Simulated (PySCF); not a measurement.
C2H2F (SMILES [CH-]=CF), charge -1, singlet, geometry from GFN2-xTB (in this run its highest filled SCF level lies above zero, so its values depend strongly on the basis, on diffuse functions most of all). Base run: TPSS/STO-3G (PySCF).

Geometry (Å):
```xyz
5

C      0.1229     0.4073    -0.0033
C      1.2495    -0.2638    -0.0389
F     -1.1274    -0.3131     0.0345
H     -0.1968     1.4866     0.0078
H      2.1092     0.4697    -0.0646
```
Charge -1, spin multiplicity 1.
All else is at PySCF's defaults.

The base run was repeated with changes; each row names its change, and settings that it needs were set with it.

```tsv
change	E (Eh)	HOMO (eV)	HOMO-LUMO gap (eV)	core-seconds (rough)
base	-174.63903	7.76	5.39	1
functional = bhandhlyp	-174.51585	4.67	10.96	0.8
functional = bp86	-174.58671	7.97	5.04	0.7
functional = pbe; dispersion = d3bjm	-174.39230	8.10	5.00	1.0
functional = m062x	-174.58887	4.90	10.56	1
functional = wb97x	-174.56468	3.83	12.98	0.9
functional = b97m_v	-174.61107	7.37	5.96	50
functional = blyp; dispersion = d4	-174.51900	8.14	5.03	0.7
functional = mn15	-173.69975	5.59	9.32	0.9
functional = o3lyp	-174.57978	7.18	6.43	0.7
functional = revpbe	-174.55092	8.07	5.07	0.8
functional = x3lyp	-174.51276	6.56	7.54	0.8
functional = hse06	-174.43496	6.79	7.10	2
```

Totals shift with the method and basis; they matter in differences.
